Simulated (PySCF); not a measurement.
CHO2, charge +1. Atoms are numbered in the order given.

```xyz
4

O     -0.0173     1.2285     0.0000
C     -0.0105     0.1089     0.0000
O      0.1111    -1.1002     0.0000
H     -0.6878    -1.6791     0.0000
```
Charge +1, spin multiplicity 1.

Geometry optimised at PBE0-D3(BJ)/def2-TZVP. The isomer is the one that the SMILES or the coordinates give; other isomers of the formula were not compared.

Level of theory: PBE0/def2-TZVPD (PySCF).

Symmetry labels are those of the subgroup Cs that the program uses (full group Cs).

Computed valence orbital energies around the gap with their symmetry:
```tsv
orbital	symmetry	energy (eV)
HOMO−7	A'	-41.82
HOMO−6	A'	-40.66
HOMO−5	A'	-28.44
HOMO−4	A'	-23.70
HOMO−3	A"	-23.26
HOMO−2	A'	-23.13
HOMO−1	A'	-20.36
HOMO	A"	-19.60
LUMO	A'	-8.48
LUMO+1	A"	-7.50
LUMO+2	A'	-7.27
LUMO+3	A'	-4.41
```
